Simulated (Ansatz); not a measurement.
Reaction (hydrogenolysis of the Sn–Ga bond): `[CH3][SnH2][GaH2]` + H₂ → `[CH3][SnH3]` + `[GaH3]`

Program: Ansatz. Geometries: PBE0-D4/def2-TZVP. ΔE: electronic, gas phase. CCSD(T)/CBS is the MP2 limit (def2-TZVPP, def2-QZVPP) plus CCSD(T) − MP2 in def2-TZVPP, frozen cores. This one scheme is used for every species. Functionals use def2-TZVPP. Elements past krypton have def2 core potentials. For Ga, Sn outer-core shells are correlated without core-valence functions, which leaves a few kJ/mol of doubt a bond. Scalar relativity is left out up to krypton.

CCSD(T)/CBS gives +41.0 kJ/mol.

(1) Another level gave +41.4 kJ/mol. Which?
A. LC-ωPBE/def2-TZVPP
B. r2SCAN/def2-TZVPP
C. ωB97X-V/def2-TZVPP
D. revPBE-D4/def2-TZVPP

Largest T1 diagnostic among the species: 0.013.

Answers

(1) D. revPBE-D4 41.4, LC-ωPBE 21.2, r2SCAN 35.1, ωB97X-V 26.3 kJ/mol.

In def2-TZVPP, CCSD(T) changes the Hartree–Fock value by +23.1 kJ/mol (the triples alone add +4.1 kJ/mol) and MP2 by +30.6 kJ/mol. Leaving LDA and LC-ωPBE aside and taking each functional with its dispersion term where it has one, the values, not all of them listed here, spread over 30.8 kJ/mol, from B97M-V to PBE-D4. LDA lies −3.1 kJ/mol from PBE without D4.
